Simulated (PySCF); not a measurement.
**Distorted geometries of [Au(CH3)2]−**

[Au(CH3)2]− (singlet). PySCF 2.14.0, RKS B3LYP, Au def2-SVP with ECP60, C def2-SVP, H def2-SVP; non-relativistic Hamiltonian with scalar-relativistic core potentials where named; density fitting; no spin-orbit coupling. Relaxed geometry:

```xyz
9

Au    0.0000    0.0000    0.0000
C     0.0000    0.0000    2.1286
H    -0.8872   -0.5122    2.5562
H     0.8872   -0.5122    2.5562
H     0.0000    1.0245    2.5562
C     0.0000    0.0000   -2.1286
H    -0.8872    0.5122   -2.5562
H     0.8872    0.5122   -2.5562
H     0.0000   -1.0245   -2.5562
```

Order these distorted geometries by energy above the relaxed one, lowest first.
A.
```xyz
9

Au    0.0792    0.0380    0.0172
C     0.0295    0.0881    2.1138
H    -0.9569   -0.5623    2.5972
H     0.8421   -0.5374    2.5523
H    -0.0525    0.9851    2.5642
C     0.0766    0.0260   -2.0336
H    -0.8804    0.5263   -2.5640
H     0.9374    0.4715   -2.6676
H    -0.0750   -1.0352   -2.5794
```
B.
```xyz
9

Au    0.0161   -0.0469   -0.0039
C    -0.0438    0.0179    2.1482
H    -0.8846   -0.4828    2.5607
H     0.9253   -0.5027    2.5537
H    -0.0539    1.0256    2.5504
C     0.0165   -0.0378   -2.1259
H    -0.8863    0.5486   -2.5507
H     0.8965    0.5251   -2.5735
H     0.0142   -1.0472   -2.5589
```
C.
```xyz
9

Au    0.0881   -0.0625    0.2024
C    -0.1588    0.1060    2.0782
H    -0.8450   -0.6121    2.7922
H     0.6969   -0.4708    2.3690
H     0.1955    1.2633    2.3751
C     0.1945   -0.2206   -2.1640
H    -0.8786    0.6148   -2.6465
H     0.7702    0.2447   -2.5244
H    -0.0629   -0.8628   -2.4822
```

B (0.17 eV), A (0.89 eV), C (9.02 eV).

Which forces (eV/Å) act in the one that lies 0.17 eV up?


```
Au  -0.19  0.23  0.25
C    2.67 -0.69 -0.77
H   -1.23 -0.91  0.65
H   -1.41  0.72 -0.35
H    0.10  0.75  0.24
C   -0.27  1.49 -0.54
H    0.82 -0.86  0.46
H   -0.42 -0.53  0.33
H   -0.07 -0.20 -0.28
```
Forces carry noise of the integration grid, about 0.01 to 0.03 eV/Å.

No frequency check is given that shows the relaxed geometry to be a minimum.
